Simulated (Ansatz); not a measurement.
Reaction (isomerisation): `CO[SiH2][SiH2]F` → `C[SiH2]O[SiH2]F`

Isolated molecules relaxed with PBE0-D4/def2-TZVP in Ansatz; ΔE leaves out vibrations. CCSD(T)/CBS is the MP2 limit (def2-TZVPP, def2-QZVPP) plus CCSD(T) − MP2 in def2-TZVPP, frozen cores. DFT in def2-TZVPP. One conformer a species, not always the lowest.

`CO[SiH2][SiH2]F`:

Z-matrix (Å, degrees):
```
C
O 1 1.411
H 1 1.091 2 108.1
H 1 1.096 2 111.7 3 -119.4
H 1 1.096 2 111.4 3 119.2
Si 2 1.645 1 122.5 3 -179.6
Si 6 2.355 2 112.2 1 -65.0
H 6 1.493 2 110.7 1 56.8
H 6 1.485 2 106.6 1 175.7
F 7 1.612 6 109.6 2 61.2
H 7 1.489 6 111.2 2 -179.8
H 7 1.487 6 112.3 2 -57.8
```

`C[SiH2]O[SiH2]F`:

Z-matrix (Å, degrees):
```
C
Si 1 1.856
H 1 1.093 2 110.4
H 1 1.092 2 110.9 3 119.9
H 1 1.093 2 110.8 3 -119.9
O 2 1.648 1 110.3 3 -179.8
H 2 1.489 1 110.6 3 59.9
H 2 1.485 1 111.2 3 -61.4
Si 6 1.614 2 146.6 1 -76.7
F 9 1.597 6 109.5 2 56.0
H 9 1.480 6 110.8 2 -61.6
H 9 1.477 6 108.9 2 173.5
```

(1) Is it downhill or uphill in electronic energy at CCSD(T)/CBS, and by how much? (An estimate is asked.)

(2) What do these levels give: BLYP-D4, r2SCANh-D4, revPBE, RPA@PBE/def2-TZVPP, CCSD/def2-SVP, CCSD(T)/def2-TZVPP? (Best estimate.)

Largest T1 diagnostic among the species: 0.012.

## Answers

(1) Computed: Downhill: ΔE = -60.7 kcal/mol.

(2) Ansatz gave: BLYP-D4 -55.6, r2SCANh-D4 -59.6, revPBE -52.2, RPA@PBE/def2-TZVPP -57.6, CCSD/def2-SVP -55.6, CCSD(T)/def2-TZVPP -60.1 kcal/mol.

From BLYP to BHLYP (50 % exact exchange), in def2-TZVPP and without D4, ΔE moves by −5.6 kcal/mol. Leaving LDA and LC-ωPBE aside and taking each functional with its dispersion term where it has one, the values, not all of them listed here, spread over 8.5 kcal/mol, from BHLYP-D4 to revPBE-D4. LDA lies −1.7 kcal/mol from PBE without D4. At CCSD(T), def2-SVP lies +5.8 kcal/mol from the extrapolated value and def2-TZVPP +0.6 kcal/mol.
